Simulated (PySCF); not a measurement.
Molecule: `InChI=1S/C6H5NO/c8-5-6-2-1-3-7-4-6/h1-5H`.

Atom-mapped SMILES (the numbers label the heavy atoms): `[O:1]=[CH:2][c:3]1[cH:4][cH:5][cH:6][n:7][cH:8]1` (H(Xn): hydrogen on atom n).

Geometry PBE0-D3(BJ)/def2-SVP throughout; GIAO in PySCF 2.14, gas phase, one conformer, non-relativistic; equivalent atoms averaged; basis pcSseg-1.

Question: How do the absolute shieldings σ depend on the functional? (a selection of nuclei; ppm; last column core-seconds on 1 thread of an Arm Neoverse V1, shared host; the GGAs took longer than the global hybrids here, which isn't the general rule, and the cause wasn't traced)

Answer: 
```csv
functional,kind,C8,C4,C3,N7,H(C2),H(C6),H(C8),H(C4),H(C5),core-s
PBE,GGA,21.9,44.1,48.5,-95.6,21.00,22.31,22.35,23.01,23.87,27
BLYP,GGA,16.5,38.6,42.2,-103.4,21.27,22.59,22.64,23.26,24.17,27
BP86,GGA,21.8,43.7,48.0,-94.5,21.08,22.39,22.43,23.08,23.95,27
PBE0,global hybrid,23.8,44.2,50.4,-95.8,21.25,22.30,22.29,22.79,23.81,15
mPW1PW91,global hybrid,22.9,43.1,49.5,-96.8,21.32,22.37,22.35,22.85,23.88,17
WP04,global hybrid,12.0,31.3,37.9,-105.2,21.96,22.91,22.88,23.34,24.41,17
BHandHLYP,global hybrid,20.5,39.2,47.5,-102.8,21.69,22.53,22.49,22.81,24.04,17
CAM-B3LYP,range-separated hybrid,18.1,38.0,44.0,-103.1,21.41,22.43,22.40,22.83,23.92,23
```

Question: Which nucleus among those listed moves most, in ppm?

Answer: C4 (aromatic CH): from 31.3 ppm with WP04 to 44.2 ppm with PBE0. The smallest spread is 0.55 ppm, at H(C4). Proton shifts span only some 12 ppm, so a few tenths of a ppm matter as much there as several ppm in carbon.
